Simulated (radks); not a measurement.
Question: All-electron atom: the germanium ion Ge+ in [Ar] 3d10 4s2 4p1. Method: scalar-relativistic Kohn-Sham, PBE, spin-polarised, spherical densities, finite nucleus; open shells are filled with parallel spins first; Fermi nuclear charge, rms radius 4.0742 fm; hard spherical wall at 7 bohr; computed with a radial shooting solver on a logarithmic mesh with Libxc functionals. Some entries of the table are withheld. Estimate them.

| orbital | occ. | eigenvalue (eV) | <r^2> (bohr^2) | r(max) (bohr) |
|---|---|---|---|---|
| 1s up | 1 | -10970.01 | 0.002973 | 0.03073 |
| 1s down | 1 | -10969.98 | 0.002973 | 0.03073 |
| 2s up | 1 | -1380.684 | 0.05203 | 0.1760 |
| 2s down | 1 | -1380.675 | 0.05203 | 0.1760 |
| 2p up | 3 | -1207.635 | 0.04136 | 0.1412 |
| 2p down | 3 | -1207.607 | 0.04136 | 0.1412 |
| 3s up | 1 | -177.4002 | 0.4496 | 0.5424 |
| 3s down | 1 | -177.3587 | 0.4494 | 0.5424 |
| 3p up | 3 | -124.5375 | 0.4931 | 0.5431 |
| 3p down | 3 | -124.4868 | 0.4926 | 0.5431 |
| 3d up | 5 | -38.2360 | 0.6961 | 0.5038 |
| 3d down | 5 | -38.1318 | 0.6884 | 0.5036 |
| 4s up | 1 | -20.2135 | 4.720 | 1.720 |
| 4s down | 1 | -19.2504 | 4.698 | 1.704 |
| 4p up | 1 | -11.5867 | 7.197 | 2.089 |
| 4p down | 0 | -10.5783 | 7.297 | 2.078 |
| 5s up | 0 | -2.7949 | 18.49 | 4.349 |
| 5s down | 0 | -2.1154 | 18.42 | 4.331 |
| 4d up | 0 | -2.0674 | 14.76 | (1) |
| 4d down | 0 | -1.2357 | 15.00 | (2) |
| 5p up | 0 | 0.7796 | 19.62 | 4.774 |
| 5p down | 0 | 1.5243 | 19.44 | 4.767 |

Answer: 
(1) 4d up r(max) (bohr): 3.501
(2) 4d down r(max) (bohr): 3.582
